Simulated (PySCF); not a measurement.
A GIAO shielding run with PySCF 2.14 (density fitting, non-relativistic, gas phase) on `C=C(C)[C@@H]1C[SiH2][C@@H]1C[SiH3]`, C7H16Si2:

```
$ OMP_NUM_THREADS=1 python probes_run.py task.json out

{"job": {"kind": "nmr", "xc": "PBE0", "basis": "pcSseg-1"}, "charge": 0, "multiplicity": 1}
C      1.305808     1.833955     0.871051
C      1.180675     0.576204     0.470441
C      2.052107     0.028918    -0.622224
C      0.183774    -0.336763     1.118740
C      0.710479    -1.774836     1.357553
Si    -0.391033    -2.480685    -0.030824
C     -1.043521    -0.694148     0.222167
C     -1.387381     0.217885    -0.950077
Si    -2.015228     1.950410    -0.454321
H      2.009374     2.510251     0.413893
H      0.712887     2.240218     1.673133
H      2.454299     0.837009    -1.229462
H      1.507070    -0.659594    -1.262409
H      2.893858    -0.516510    -0.194541
H     -0.141197     0.138847     2.048467
H      0.433512    -2.132545     2.347733
H      1.789223    -1.872207     1.277912
H      0.262927    -2.769076    -1.309090
H     -1.299276    -3.575936     0.310932
H     -1.924030    -0.732257     0.872599
H     -2.167536    -0.281498    -1.531369
H     -0.530449     0.314741    -1.616601
H     -0.965698     2.960564    -0.576013
H     -2.517981     1.919210     0.921783
H     -3.123599     2.321987    -1.341645
```

Hardware: 1 thread of an Intel Xeon, shared host. The job also computes population analyses, field gradients, ring-centre shieldings.

(1) How large is the calculation?

(2) How long does it take, and how much memory does it need?

Results:

(1) 86 electrons, 247 basis functions and 1323 auxiliary functions.

(2) 3.7 min of wall time, with 14 SCF cycles and 5 response iterations; peak memory 1.1 GiB. Times on a shared host scatter by some tens of per cent.
